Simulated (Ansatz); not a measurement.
Single points on SbF3.

```yaml
crystal:
  periodic: [false, false, false]
  atoms:
    - {symbol: Sb, position_ang: [-1.133438, -0.842262, 0.991840]}
    - {symbol: F, position_ang: [-0.193839, -0.317225, -1.878806]}
    - {symbol: F, position_ang: [0.719205, 1.592114, 0.785005]}
    - {symbol: F, position_ang: [0.608073, -0.432626, 0.101951]}
basis:
  gaussian: {orbitals: def2-TZVPP, initial_orbitals: start.molden}
magnetization: {spin_polarized: true, initial_magnetization: 4}
correlation: {method: ccsd_t}
scf: {omitted_lower_state_checks: [starts, cluster_reference]}
output: {orbitals: {seedname: orbitals}}
```

The file start.molden holds the orbitals of an earlier run on this structure, at another level or in another basis.

```sh
$ ansatz run in.yaml --threads 4 --pin off --events-out ev --progress --plain --max-ram 3916MiB
```

Shortened log:

```
Functional definition: HF
1084 factors; integrals over basis functions are off by at most 9.2e-4 eV
mean field evaluation 1: about -14626.8055 eV, gradient 1.9e1 eV
mean field evaluation 2: about -14628.1401 eV, gradient 1.7e0 eV
mean field evaluation 4: about -14628.1954 eV, gradient 1.7e-1 eV
mean field evaluation 8: about -14628.1960 eV, gradient 1.4e-4 eV
mean field -14628.19604958 eV, -537.5762894748 hartree, gradient 1.9e-6 eV, S^2 6.030649; 0 other end points of the search recorded, 0 dependent functions left out
7 core orbitals not correlated: weight in the atoms' cores, before any rotation towards them, 1.000 or more for the frozen orbitals, at most 0.000 for the correlated occupied ones
reference -14628.19604958 eV, -537.5762894748 hartree; 20, 16 occupied and 116, 120 virtual orbitals, 1084 factors
second order -26.05588099 eV of doubles, -0.00000000 eV of singles
cycle   1  -25.89464481 eV  change    1.6e-1 eV  update   1.2e-1
cycle   2  -26.38568821 eV  change   -4.9e-1 eV  update   4.2e-2
cycle   3  -26.55104313 eV  change   -1.7e-1 eV  update   3.0e-2
cycle   4  -26.56188589 eV  change   -1.1e-2 eV  update   1.4e-2
cycle   5  -26.55868463 eV  change    3.2e-3 eV  update   7.5e-3
cycle   6  -26.56590580 eV  change   -7.2e-3 eV  update   3.6e-3
cycle   7  -26.56923456 eV  change   -3.3e-3 eV  update   1.8e-3
cycle   8  -26.56933934 eV  change   -1.0e-4 eV  update   1.3e-3
cycle   9  -26.56928392 eV  change    5.5e-5 eV  update   1.1e-3
cycle  10  -26.56919677 eV  change    8.7e-5 eV  update   1.1e-3
cycle  11  -26.56937284 eV  change   -1.8e-4 eV  update   9.8e-4
cycle  12  -26.57126455 eV  change   -1.9e-3 eV  update   7.8e-4
cycle  13  -26.57116020 eV  change    1.0e-4 eV  update   4.5e-4
cycle  14  -26.57128274 eV  change   -1.2e-4 eV  update   2.1e-4
cycle  15  -26.57114780 eV  change    1.3e-4 eV  update   1.1e-4
cycle  16  -26.57111390 eV  change    3.4e-5 eV  update   5.6e-5
cycle  17  -26.57113375 eV  change   -2.0e-5 eV  update   3.5e-5
cycle  18  -26.57116035 eV  change   -2.7e-5 eV  update   2.0e-5
perturbative correction -0.65917509 eV, -0.0242242378 hartree
Total energy: -14655.42638503 eV, -538.5769858450 hartree
Checks for a lower state left out: starts, cluster_reference
```

Run time 2.4 min (4 threads of Arm Neoverse V2 on a shared host), peak host memory 2.8 GiB.

As the first input, with `gaussian: {orbitals: def2-TZVP, initial_orbitals: start.molden}`, `hamiltonian: {xc: {name: LC-wPBE, parameters: {omega: 0.3/bohr}}}`, `scf: {omitted_lower_state_checks: [starts]}` and without the key `correlation` (abridged; 4.1 s):

```
Functional definition: LC-wPBE
mean field -14680.88134411 eV, -539.5124383373 hartree, gradient 1.1e-5 eV, S^2 6.009605
Total energy: -14680.88134412 eV, -539.5124383378 hartree
Checks for a lower state left out: starts
```

The first input with `gaussian: {orbitals: def2-TZVP, initial_orbitals: start.molden}`, `hamiltonian: {xc: {name: B3LYP}, dispersion: d4}`, `scf: {omitted_lower_state_checks: [starts]}` and without the key `correlation` (abridged; 4.4 s):

```
Functional definition: B3LYP
mean field -14687.92720998 eV, -539.7713691320 hartree, gradient 1.5e-5 eV, S^2 6.008343
Total energy: -14688.03713456 eV, -539.7754087859 hartree
Checks for a lower state left out: starts
```

First input, but with `gaussian: {orbitals: def2-TZVP, initial_orbitals: start.molden}`, `correlation: {method: mp2}`, `scf: {omitted_lower_state_checks: [starts]}` (abridged; 2.2 s):

```
Functional definition: HF
mean field -14628.19604958 eV, -537.5762894748 hartree, gradient 1.9e-6 eV, S^2 6.030649
7 core orbitals not correlated: weight in the atoms' cores, before any rotation towards them, 1.000 or more for the frozen orbitals, at most 0.000 for the correlated occupied ones
second order -26.05588099 eV of doubles, -0.00000000 eV of singles
Total energy: -14654.25193057 eV, -538.5338254398 hartree
Checks for a lower state left out: starts
```

The first input with `gaussian: {orbitals: def2-TZVP, initial_orbitals: start.molden}`, `hamiltonian: {xc: {name: LC-wPBE, parameters: {omega: 0.2/bohr}}}`, `scf: {omitted_lower_state_checks: [starts]}` and without the key `correlation` (abridged; 4.2 s):

```
Functional definition: LC-wPBE
mean field -14680.02485115 eV, -539.4809628017 hartree, gradient 1.3e-5 eV, S^2 6.007045
Total energy: -14680.02485119 eV, -539.4809628029 hartree
Checks for a lower state left out: starts
```

The first input with `gaussian: {orbitals: def2-TZVP, initial_orbitals: start.molden}`, `hamiltonian: {xc: {name: PBE-QIDH}}`, `scf: {omitted_lower_state_checks: [starts]}` and without the key `correlation`, `output` (abridged; 4.1 s):

```
Functional definition: PBE-QIDH
mean field -14661.77148216 eV, -538.8101638636 hartree, gradient 2.0e-6 eV, S^2 6.018331
7 core orbitals not correlated: weight in the atoms' cores, before any rotation towards them, 1.000 or more for the frozen orbitals, at most 0.000 for the correlated occupied ones
second order -28.91812717 eV of doubles, -0.00000000 eV of singles
Total energy: -14671.41086965 eV, -539.1644048202 hartree
Checks for a lower state left out: starts
```

First input, but with `gaussian: {orbitals: def2-TZVP, initial_orbitals: start.molden}`, `hamiltonian: {xc: pbe}`, `correlation: {method: rpa}`, `scf: {omitted_lower_state_checks: [starts]}` and without the key `output` (abridged; 3.5 s):

```
Functional definition: PBE
mean field -14678.00372971 eV, -539.4066879585 hartree, gradient 2.1e-6 eV, S^2 6.005578
7 core orbitals not correlated: weight in the atoms' cores, before any rotation towards them, 1.000 or more for the frozen orbitals, at most 0.000 for the correlated occupied ones
Total energy: -14666.49968044 eV, -538.9839219456 hartree
Checks for a lower state left out: starts
```

Geometry: B3LYP-D4/def2-TZVP.

In the def2 sets Sb takes a core potential; there is no spin–orbit coupling. B3LYP takes the VWN-RPA correlation. Correlated methods freeze 7 core orbitals; core or outer-core shells of Sb are correlated, in sets that lack core-valence functions. In the quintet geometry the species has come apart into loosely held pieces. At PBE0-D4/def2-TZVP a singlet of charge 0 lies 9.18 eV below the quintet, each at its own geometry. The structure comes from a short search, and lower isomers may exist.
